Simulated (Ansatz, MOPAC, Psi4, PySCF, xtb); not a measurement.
Lewis adduct: BH3 (SMILES B) (first 4 atoms) with H2O (SMILES O); geometry from B3LYP-D3(BJ)/def2-TZVP, rigid monomers moved along the line of their centres of mass till B1···O5 is 1.99 Å.
(charge 0, multiplicity 1):
```xyz
7

B      0.21063     0.24930     0.78962
H      0.61722    -0.76718     0.28698
H     -0.85292     0.63724     0.39400
H      1.03723     1.09088     1.00556
O     -0.24791    -0.32948     2.63614
H     -0.90274    -1.03867     2.59197
H      0.54151    -0.69209     3.05926
```

```json
[
 {"level": "AM1", "interaction energy (meV)": "-871.2", "minus CCSD(T)/CBS(aug-cc-pVDZ, aug-cc-pVTZ)": "-57.0", "cost": "-"},
 {"level": "PM3", "interaction energy (meV)": "-1439.3", "minus CCSD(T)/CBS(aug-cc-pVDZ, aug-cc-pVTZ)": "-625.2", "cost": "-"},
 {"level": "PM6", "interaction energy (meV)": "-949.6", "minus CCSD(T)/CBS(aug-cc-pVDZ, aug-cc-pVTZ)": "-135.4", "cost": "-"},
 {"level": "GFN1-xTB", "interaction energy (meV)": "-767.7", "minus CCSD(T)/CBS(aug-cc-pVDZ, aug-cc-pVTZ)": "46.4", "cost": "-"},
 {"level": "GFN2-xTB", "interaction energy (meV)": "-628.2", "minus CCSD(T)/CBS(aug-cc-pVDZ, aug-cc-pVTZ)": "186.0", "cost": "-"},
 {"level": "HF/STO-3G (no counterpoise)", "interaction energy (meV)": "-1587.7", "minus CCSD(T)/CBS(aug-cc-pVDZ, aug-cc-pVTZ)": "-773.5", "cost": "-"},
 {"level": "HF/3-21G (no counterpoise)", "interaction energy (meV)": "-1260.3", "minus CCSD(T)/CBS(aug-cc-pVDZ, aug-cc-pVTZ)": "-446.2", "cost": "-"},
 {"level": "HF/6-31G*", "interaction energy (meV)": "-636.5", "minus CCSD(T)/CBS(aug-cc-pVDZ, aug-cc-pVTZ)": "177.6", "cost": "-"},
 {"level": "HF/6-31G* (no counterpoise)", "interaction energy (meV)": "-717.3", "minus CCSD(T)/CBS(aug-cc-pVDZ, aug-cc-pVTZ)": "96.9", "cost": "-"},
 {"level": "HF/aug-cc-pVDZ", "interaction energy (meV)": "-550.2", "minus CCSD(T)/CBS(aug-cc-pVDZ, aug-cc-pVTZ)": "264.0", "cost": "-"},
 {"level": "HF/aug-cc-pVTZ", "interaction energy (meV)": "-568.9", "minus CCSD(T)/CBS(aug-cc-pVDZ, aug-cc-pVTZ)": "245.3", "cost": "-"},
 {"level": "PBE-D3(BJ)/def2-TZVPPD", "interaction energy (meV)": "-936.2", "minus CCSD(T)/CBS(aug-cc-pVDZ, aug-cc-pVTZ)": "-122.0", "cost": "×1"},
 {"level": "PBE-D4/def2-TZVPPD", "interaction energy (meV)": "-932.3", "minus CCSD(T)/CBS(aug-cc-pVDZ, aug-cc-pVTZ)": "-118.2", "cost": "×1"},
 {"level": "BP86/6-31G* (no counterpoise)", "interaction energy (meV)": "-1082.6", "minus CCSD(T)/CBS(aug-cc-pVDZ, aug-cc-pVTZ)": "-268.5", "cost": "-"},
 {"level": "r2SCAN/def2-TZVPPD", "interaction energy (meV)": "-922.8", "minus CCSD(T)/CBS(aug-cc-pVDZ, aug-cc-pVTZ)": "-108.6", "cost": "×2"},
 {"level": "r2SCAN-D3(BJ)/def2-TZVPPD", "interaction energy (meV)": "-932.4", "minus CCSD(T)/CBS(aug-cc-pVDZ, aug-cc-pVTZ)": "-118.2", "cost": "×2"},
 {"level": "r2SCAN-D4/def2-TZVPPD", "interaction energy (meV)": "-930.4", "minus CCSD(T)/CBS(aug-cc-pVDZ, aug-cc-pVTZ)": "-116.2", "cost": "×2"},
 {"level": "B3LYP/3-21G (no counterpoise)", "interaction energy (meV)": "-1648.2", "minus CCSD(T)/CBS(aug-cc-pVDZ, aug-cc-pVTZ)": "-834.0", "cost": "-"},
 {"level": "B3LYP/6-31G*", "interaction energy (meV)": "-866.6", "minus CCSD(T)/CBS(aug-cc-pVDZ, aug-cc-pVTZ)": "-52.5", "cost": "-"},
 {"level": "B3LYP/6-31G* (no counterpoise)", "interaction energy (meV)": "-998.7", "minus CCSD(T)/CBS(aug-cc-pVDZ, aug-cc-pVTZ)": "-184.5", "cost": "-"},
 {"level": "B3LYP/6-311+G** (no counterpoise)", "interaction energy (meV)": "-797.6", "minus CCSD(T)/CBS(aug-cc-pVDZ, aug-cc-pVTZ)": "16.5", "cost": "-"},
 {"level": "B3LYP/def2-TZVPPD", "interaction energy (meV)": "-767.5", "minus CCSD(T)/CBS(aug-cc-pVDZ, aug-cc-pVTZ)": "46.7", "cost": "×1"},
 {"level": "B3LYP-D3(BJ)/def2-TZVPPD", "interaction energy (meV)": "-824.8", "minus CCSD(T)/CBS(aug-cc-pVDZ, aug-cc-pVTZ)": "-10.6", "cost": "×1"},
 {"level": "B3LYP-D4/def2-TZVPPD", "interaction energy (meV)": "-816.8", "minus CCSD(T)/CBS(aug-cc-pVDZ, aug-cc-pVTZ)": "-2.6", "cost": "×1"},
 {"level": "PBE0/def2-TZVPPD", "interaction energy (meV)": "-874.2", "minus CCSD(T)/CBS(aug-cc-pVDZ, aug-cc-pVTZ)": "-60.0", "cost": "×1"},
 {"level": "PBE0-D3(BJ)/def2-TZVPPD", "interaction energy (meV)": "-903.4", "minus CCSD(T)/CBS(aug-cc-pVDZ, aug-cc-pVTZ)": "-89.2", "cost": "×1"},
 {"level": "M06-2X/6-31G* (no counterpoise)", "interaction energy (meV)": "-1051.6", "minus CCSD(T)/CBS(aug-cc-pVDZ, aug-cc-pVTZ)": "-237.4", "cost": "-"},
 {"level": "wB97X-V/def2-TZVPPD", "interaction energy (meV)": "-844.6", "minus CCSD(T)/CBS(aug-cc-pVDZ, aug-cc-pVTZ)": "-30.5", "cost": "×4"},
 {"level": "wB97M-V/def2-TZVPPD", "interaction energy (meV)": "-866.1", "minus CCSD(T)/CBS(aug-cc-pVDZ, aug-cc-pVTZ)": "-51.9", "cost": "×4"},
 {"level": "MP2/6-31G*", "interaction energy (meV)": "-813.8", "minus CCSD(T)/CBS(aug-cc-pVDZ, aug-cc-pVTZ)": "0.3", "cost": "-"},
 {"level": "MP2/6-31G* (no counterpoise)", "interaction energy (meV)": "-990.8", "minus CCSD(T)/CBS(aug-cc-pVDZ, aug-cc-pVTZ)": "-176.6", "cost": "-"},
 {"level": "MP2/aug-cc-pVDZ", "interaction energy (meV)": "-756.1", "minus CCSD(T)/CBS(aug-cc-pVDZ, aug-cc-pVTZ)": "58.0", "cost": "-"},
 {"level": "MP2/CBS(aug-cc-pVDZ, aug-cc-pVTZ)", "interaction energy (meV)": "-823.2", "minus CCSD(T)/CBS(aug-cc-pVDZ, aug-cc-pVTZ)": "-9.0", "cost": "-"},
 {"level": "SCS-MP2/aug-cc-pVTZ", "interaction energy (meV)": "-745.2", "minus CCSD(T)/CBS(aug-cc-pVDZ, aug-cc-pVTZ)": "68.9", "cost": "-"},
 {"level": "CCSD/aug-cc-pVDZ", "interaction energy (meV)": "-710.6", "minus CCSD(T)/CBS(aug-cc-pVDZ, aug-cc-pVTZ)": "103.6", "cost": "-"},
 {"level": "CCSD/aug-cc-pVTZ", "interaction energy (meV)": "-759.0", "minus CCSD(T)/CBS(aug-cc-pVDZ, aug-cc-pVTZ)": "55.1", "cost": "-"},
 {"level": "CCSD(T)/aug-cc-pVDZ", "interaction energy (meV)": "-740.8", "minus CCSD(T)/CBS(aug-cc-pVDZ, aug-cc-pVTZ)": "73.4", "cost": "×3"},
 {"level": "CCSD(T)/aug-cc-pVTZ", "interaction energy (meV)": "-798.0", "minus CCSD(T)/CBS(aug-cc-pVDZ, aug-cc-pVTZ)": "16.2", "cost": "×200*"},
 {"level": "CCSD(T)/CBS(aug-cc-pVDZ, aug-cc-pVTZ)", "interaction energy (meV)": "-814.2", "minus CCSD(T)/CBS(aug-cc-pVDZ, aug-cc-pVTZ)": "0.0", "cost": "×200*"},
 {"level": "SAPT0/jun-cc-pV(D+d)Z", "interaction energy (meV)": "-742.9", "minus CCSD(T)/CBS(aug-cc-pVDZ, aug-cc-pVTZ)": "71.3", "cost": "-"}
]
```

 The comparison column counts from a level with limits of its own.

The rows run from -1648.2 (B3LYP/3-21G (no counterpoise)) to -550.2 meV (HF/aug-cc-pVDZ). In aug-cc-pVTZ the value moves HF -568.9, CCSD -759.0, CCSD(T) -798.0, a shift of -229.1 from HF to CCSD(T). From aug-cc-pVDZ to aug-cc-pVTZ CCSD(T) changes by -57.2. The dispersion term adds -9.6 in r2SCAN-D3(BJ), -7.6 in r2SCAN-D4, -57.3 in B3LYP-D3(BJ). The 5 functionals in def2-TZVPPD without D3 or D4 span 155.3, from r2SCAN to B3LYP.

Counterpoise-corrected where a basis set is named; no monomer relaxation. Rows marked so take none.

Correlated levels freeze the cores. CBS(a, b) extrapolates the correlation energy as X⁻³ and adds the Hartree–Fock energy of set b. Rows in 3-21G, 6-311+G**, 6-31G*, STO-3G carry no dispersion term and start afresh at each structure (6-31G* with six Cartesian d functions). MP2/6-31G* freezes PySCF's default core. The state reached by AM1, PM3, PM6 isn't checked.

Run with Ansatz (Gaussian orbitals); MOPAC for AM1, PM3, PM6 (differences of heats of formation); Psi4 for SAPT; PySCF for 3-21G rows, 6-311+G** rows, 6-31G* rows, STO-3G rows, the dispersion terms; xtb for the GFN methods. 

Costs are rough ratios of core time to PBE/def2-TZVPPD (about 2.4 s over the structures, on one shared machine); a dash marks a level with no comparable run of its own. A star marks coupled-cluster runs past 200 virtual orbitals, where the program's memory plan changes under this machine's limit, so their costs aren't comparable with smaller runs.

Ansatz is a first-principles code.
